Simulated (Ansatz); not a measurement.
Relaxation of H8NPSi2 (12 atoms, charge 0, multiplicity 1), to a largest force component of 0.015 eV/Å in at most 40 steps.

All numbers below come from RKS r2SCAN/6-31G* in Ansatz.

```xyz
12
Properties=species:S:1:pos:R:3:forces:R:3
Si -0.556 1.904 0.021 -1.63 3.64 -0.77
N -0.856 0.277 -0.089 -0.52 -0.72 -1.66
Si 0.581 -0.529 0.105 2.99 -1.46 0.99
P 0.156 -2.661 0.073 -2.56 -0.53 0.84
H -0.105 2.277 1.345 0.54 0.36 0.75
H 0.333 2.411 -1.049 0.25 -0.17 0.02
H -1.897 2.590 -0.174 0.44 0.00 0.09
H -1.461 0.010 0.630 -1.72 -0.70 1.27
H 1.191 -0.196 1.488 -0.06 -0.21 -0.74
H 1.545 -0.231 -0.969 0.13 0.49 -0.13
H 1.381 -3.178 -0.069 2.06 -0.70 -0.33
H -0.234 -2.729 -1.278 0.08 0.00 -0.32
```

Q: Where does it end, and by what steps?

A: The forces met the threshold. After 25 steps the energy has fallen by 0.950 eV; H5 moved furthest, 0.93 Å. Parted: Si1–Si3.

```csv
step,energy less start (eV),largest force component (eV/Å),accepted
0,0.0000,3.640,yes
1,-0.6816,1.613,yes
2,-0.8229,0.624,yes
3,-0.8836,0.474,yes
4,-0.9086,0.576,yes
5,-0.9365,0.087,yes
6,-0.9410,0.046,yes
7,-0.9435,0.069,yes
8,-0.9449,0.064,yes
9,-0.9455,0.093,yes
10,-0.9472,0.063,yes
11,-0.9477,0.048,yes
12,-0.9483,0.036,yes
13,-0.9486,0.036,yes
14,-0.9490,0.050,yes
15,-0.9493,0.044,yes
16,-0.9493,0.043,yes
17,-0.9496,0.027,yes
18,-0.9497,0.027,yes
19,-0.9498,0.016,yes
20,-0.9499,0.016,yes
21,-0.9500,0.026,yes
22,-0.9500,0.024,yes
23,-0.9501,0.022,yes
24,-0.9501,0.021,yes
25,-0.9502,0.011,yes
```

```xyz
12
Properties=species:S:1:pos:R:3
Si -0.716 2.037 -0.073
N -0.596 0.405 0.523
Si 0.744 -0.693 0.382
P -0.037 -2.721 -0.250
H -0.234 3.078 0.885
H 0.102 2.141 -1.310
H -2.144 2.339 -0.375
H -1.357 0.098 1.124
H 1.464 -0.928 1.671
H 1.693 -0.062 -0.576
H 1.249 -3.331 -0.327
H -0.091 -2.420 -1.641
```

Time of the run: 95 s on 2 threads of Intel(R) Xeon(R) Platinum 8175M CPU @ 2.50GHz (Skylake/Cascade Lake), with other jobs on the host, peak memory 0.18 GiB.
